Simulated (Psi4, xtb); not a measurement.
Interaction energy of H4OSi ··· H4OSi (SMILES O[SiH3] and O[SiH3]). Monomers: optimised at B3LYP-D3(BJ) (def2-TZVP), held rigid. Orientation: lowest of the rigid-body minima from ten starts at GFN2-xTB. The monomers approach along the line of their centres of mass (distance R); nothing else relaxes.

PBE-D3(BJ)/def2-TZVP, counterpoise-corrected (Psi4); GFN1-xTB (xtb); SAPT0/jun-cc-pVDZ, frozen core (Psi4).

Interaction energies in kJ/mol:

```json
[
 {"R / Å": "3.30", "PBE-D3(BJ)/def2-TZVP": "43.18", "GFN1-xTB": "61.15"},
 {"R / Å": "3.47", "PBE-D3(BJ)/def2-TZVP": "0.17", "GFN1-xTB": "14.51"},
 {"R / Å": "3.65", "PBE-D3(BJ)/def2-TZVP": "-18.73", "GFN1-xTB": "-8.30"},
 {"R / Å": "3.87", "PBE-D3(BJ)/def2-TZVP": "-25.12", "GFN1-xTB": "-18.04"},
 {"R / Å": "4.09", "PBE-D3(BJ)/def2-TZVP": "-24.14", "GFN1-xTB": "-19.10"},
 {"R / Å": "4.24", "PBE-D3(BJ)/def2-TZVP": "-21.95", "GFN1-xTB": "-17.82"},
 {"R / Å": "4.56", "PBE-D3(BJ)/def2-TZVP": "-16.56", "GFN1-xTB": "-13.62"},
 {"R / Å": "4.85", "PBE-D3(BJ)/def2-TZVP": "-12.36", "GFN1-xTB": "-10.12"},
 {"R / Å": "5.37", "PBE-D3(BJ)/def2-TZVP": "-7.26", "GFN1-xTB": "-6.09"},
 {"R / Å": "6.08", "PBE-D3(BJ)/def2-TZVP": "-3.72", "GFN1-xTB": "-3.53"},
 {"R / Å": "7.06", "PBE-D3(BJ)/def2-TZVP": "-1.76", "GFN1-xTB": "-1.92"},
 {"R / Å": "8.38", "PBE-D3(BJ)/def2-TZVP": "-0.82", "GFN1-xTB": "-0.99"}
]
```

Task: Predict the corresponding SAPT0/jun-cc-pVDZ column.

Result: 3.30: 43.44; 3.47: 2.27; 3.65: -16.46; 3.87: -23.33; 4.09: -22.86; 4.24: -20.92; 4.56: -15.91; 4.85: -12.02; 5.37: -7.38; 6.08: -4.12; 7.06: -2.13; 8.38: -1.04 (kJ/mol).
